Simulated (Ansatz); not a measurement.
GeO₂⁻. Total charge -1; doublet. Geometry PBE0-D4/def2-TZVP, that of the neutral singlet; atoms count from 1.

Cartesian coordinates in Å:
```
Ge 0.000 0.001 -0.001
O -0.656 -1.162 -0.905
O 0.656 1.162 0.906
```

The highest occupied level of the charge -1 doublet lies above zero (up to 0.71 eV). By energy differences its removal costs 1.19 eV (vertical, to the charge 0 singlet, at PBE0-D4/def2-TZVPD); a positive level beside a positive removal energy at the same level points to self-interaction error. The structure comes from a short search, and lower isomers may exist.

(1) Estimate the Mulliken populations from the PBE0/def2-TZVPD orbitals of Ansatz.

(2) Where does the spin sit?

Answers

(1) 
```csv
atom,charge (e),spin (α − β)
Ge1,-0.70,1.76
O2,-0.15,-0.38
O3,-0.15,-0.38
```
Mulliken values and Mayer orders depend strongly on the basis. With diffuse functions, as here, like atoms can get unlike values, and bond orders can come out too low or too high.

(2) Summed by element: Ge 1.76, O -0.76, of 1 unpaired in all. Largest on single atoms: Ge1 1.76, O2 -0.38, O3 -0.38.
